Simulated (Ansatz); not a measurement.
Stepwise reaction of `C[Si](C)(Cl)C#N` with hydrogen chloride, as a gas-phase model of exchange steps in deposition or etching. ΔE in kJ/mol; ΔG adds harmonic PBE0-D4 terms to CCSD(T)/CBS, at 1 bar.

Gas-phase electronic energies from Ansatz, PBE0-D4/def2-TZVP geometries. CCSD(T)/CBS is the MP2 limit (def2-TZVPP, def2-QZVPP) plus CCSD(T) − MP2 in def2-TZVPP, frozen cores. This one scheme is used for every species. Functionals use def2-TZVPP. B3LYP here is the variant with VWN-RPA as its local correlation; programs differ in this.

```
step                                              reaction  PBE-D4  B3LYP-D4  ωB97M-V  CCSD(T)/CBS  ΔG(600 K)
   1    `C[Si](C)(Cl)C#N` + HCl → `C[Si](Cl)(Cl)C#N` + CH₄   -89.5     -92.1    -89.8        -89.1      -77.1
   2  `C[Si](Cl)(Cl)C#N` + HCl → `N#C[Si](Cl)(Cl)Cl` + CH₄   -77.2     -79.2    -76.6        -76.2      -58.5
```

(1) By hand: ΔE of the 2 steps together at CCSD(T)/CBS.

Results:

(1) (-89.1) + (-76.2) = -165.3 kJ/mol, or -82.7 kJ/mol a step.

In ΔE each step is higher than the one before. All are downhill at CCSD(T)/CBS. ΔG lies between -77.1 and -58.5 kJ/mol a step. PBE-D4 differs from CCSD(T)/CBS by -1.0 to -0.4 kJ/mol a step. Isolated molecules leave out the surface, adducts and barriers. Largest T1 diagnostic: 0.011.
